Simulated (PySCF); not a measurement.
ClFH4SSi2, SMILES F[SiH2]S[SiH2]Cl. Geometry: PBE0-D3(BJ)/def2-SVP. The structure was generated by enumeration, and PubChem lists no compound with its InChIKey, so it may never have been made. Other conformers were not sampled.

Computed equilibrium geometry at PBE0-D3(BJ)/def2-SVP (PySCF confirms it by a frequency run) as a Z-matrix (one conformer of several):
```
S
Si 1 2.1361
F 2 1.6223 1 110.54
H 2 1.4827 3 108.42 1 -116.71
H 2 1.4853 4 113.68 3 119.08
Si 1 2.1423 2 98.04 4 -160.79
H 6 1.4836 1 106.50 2 -163.62
H 6 1.4865 7 112.55 1 -120.84
Cl 6 2.0651 7 108.84 8 -118.93
```
